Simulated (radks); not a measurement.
Spherical jellium clusters: N electrons in a uniform positive sphere of charge N and radius rs N^(1/3), rs = 3.97 bohr. Method: non-relativistic Kohn-Sham, LDA (Slater exchange, Perdew-Wang correlation), spin-polarised, spherical densities; computed with a radial shooting solver with Libxc functionals. Levels are named by radial order and angular momentum (1s, 1p, 1d, 2s, ...), and open shells are averaged over m.

N = 10, configuration 1s2 1p6 1d(up 2, down 0). This is the lowest configuration that the search found. Occupied and some empty levels:

level    occupation  eigenvalue (eV)  <r> (bohr)
1s up             1          -4.8554       5.609
1s down           1          -4.6707       5.484
1p up             3          -3.7351       6.734
1p down           3          -3.4996       6.704
1d up             2          -2.3639       7.730
1d down           0          -2.1180       7.784
2s up             0          -1.8362       7.360
2s down           0          -1.7093       7.484
1f up             0         -0.88283       8.970
1f down           0         -0.66374       9.195
2p up             0         -0.64891       10.52
2p down           0         -0.54669       10.90

Energy (eV): total -17.3867, kinetic 17.618, external -373.22, Hartree 183.02, exchange-correlation -35.694, background 190.89.

Electron density:

r (bohr)  n(r) (e/bohr^3)
0.987            0.002446
2.05             0.003068
3.11             0.003863
4.17             0.004474
5.22             0.004527
6.28             0.003836
7.34             0.002620
8.40             0.001416
9.46            0.0006305
10.5            0.0002493
11.6           0.00009176
12.6           0.00003236
13.7           0.00001115
